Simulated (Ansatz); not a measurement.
Ansatz (a quantum-chemistry and plane-wave program) input (CCSD(T)/aug-cc-pV(D+d)Z):
A basis named .json is the Basis Set Exchange file of that set.

Ansatz 0.2 input:
```yaml
crystal:
  periodic: [false, false, false]
  atoms:
    - {symbol: Si, position_ang: [-0.39944634, 0.20754497, 0.70030370]}
    - {symbol: F, position_ang: [-1.58505953, -0.57367170, -0.17303181]}
    - {symbol: F, position_ang: [-0.41851597, 1.63403646, -0.16193260]}
    - {symbol: Cl, position_ang: [1.38967225, -0.73228897, -0.39938659]}
basis:
  gaussian:
    orbitals: aug-cc-pV_D+d_Z.json
total_charge: -1
magnetization: {spin_polarized: false}
correlation: {method: ccsd_t, electrons: outside_noble_gas}
output: {forces: true}
```

Output:

```
Functional definition: HF
integrals: 0.17 GiB planned
1066 factors; integrals over basis functions are off by at most 3.3e-4 eV
mean field: 0.44 GiB planned
mean field evaluation 1: about -25783.2456 eV, gradient 1.8e1 eV
mean field evaluation 2: about -25783.3363 eV, gradient 1.8e1 eV
mean field evaluation 4: about -25784.2017 eV, gradient 2.0e0 eV
mean field evaluation 8: about -25784.2246 eV, gradient 2.3e-1 eV
mean field evaluation 16: about -25784.2250 eV, gradient 9.4e-7 eV
mean field -25784.22503120 eV, -947.5527927212 hartree, gradient 9.4e-7 eV, S^2 0.000000; 0 other end points of the search recorded, 0 dependent functions left out
12 core orbitals not correlated
reference -25784.22503120 eV, -947.5527927212 hartree; 13, 13 occupied and 85, 85 virtual orbitals, 1066 factors
densities: 0.69 GiB planned
second order -18.11401017 eV of doubles, -0.00000000 eV of singles
coupled cluster: 0.48 GiB planned
cycle   1  -18.19371333 eV  change   -8.0e-2 eV  update   1.1e-1
cycle   2  -18.60078868 eV  change   -4.1e-1 eV  update   3.4e-2
cycle   3  -18.70958218 eV  change   -1.1e-1 eV  update   1.8e-2
cycle   4  -18.70293046 eV  change    6.7e-3 eV  update   3.8e-3
cycle   5  -18.69864235 eV  change    4.3e-3 eV  update   1.8e-3
cycle   6  -18.69923243 eV  change   -5.9e-4 eV  update   6.0e-4
cycle   7  -18.69936036 eV  change   -1.3e-4 eV  update   2.5e-4
cycle   8  -18.69924996 eV  change    1.1e-4 eV  update   8.3e-5
cycle   9  -18.69925572 eV  change   -5.8e-6 eV  update   3.0e-5
cycle  10  -18.69927699 eV  change   -2.1e-5 eV  update   1.1e-5
cycle  11  -18.69926978 eV  change    7.2e-6 eV  update   4.4e-6
perturbative correction -0.52236918 eV, -0.0191967133 hartree
the calculation of the forces begins
Total energy: -25803.44667017 eV, -948.2591749242 hartree
Atom 0 at    -0.399446     0.207545     0.700304 Å, force     0.462784    -0.248535     0.796116 eV/Å
Atom 1 at    -1.585060    -0.573672    -0.173032 Å, force    -0.468430    -0.301347    -0.383005 eV/Å
Atom 2 at    -0.418516     1.634036    -0.161933 Å, force    -0.013414     0.559781    -0.378675 eV/Å
Atom 3 at     1.389672    -0.732289    -0.399387 Å, force     0.019061    -0.009898    -0.034435 eV/Å
Dipole moment:    -0.093369     0.049570    -0.046589 e Å
```
